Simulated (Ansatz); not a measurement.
Basis-set extrapolation for CH9BOSi2, SMILES `C[SiH2]OB[SiH3]` (PBE0-D4/def2-TZVP geometry, frozen core, Ansatz 0.2.0). Multiplicity 1, RHF reference.

```
                      def2-TZVPP   def2-QZVPP
                 HF  -720.682896  -720.708299
    MP2 correlation    -0.762571    -0.817516
CCSD(T) correlation    -0.858291      not run
```

Energies in hartree. Use E(X) = E(∞) + A·exp(−7.88·√X) for Hartree–Fock and E(X) = E(∞) + B·X^(−2.97) for correlation, with X = 3 and 4, and add CCSD(T) minus MP2 of the smaller set to the MP2 limit.

Question: What is the CCSD(T) energy at the basis-set limit?

Answer: HF limit: -720.708299 + (-0.025403) × 0.13774 = -720.71180. MP2 limit: -0.817516 + (-0.054945) × 0.74074 = -0.85822. Higher-order term: -0.858291 − (-0.762571) = -0.09572. Total: -721.66574 hartree, 3.39 eV below CCSD(T)/def2-TZVPP.
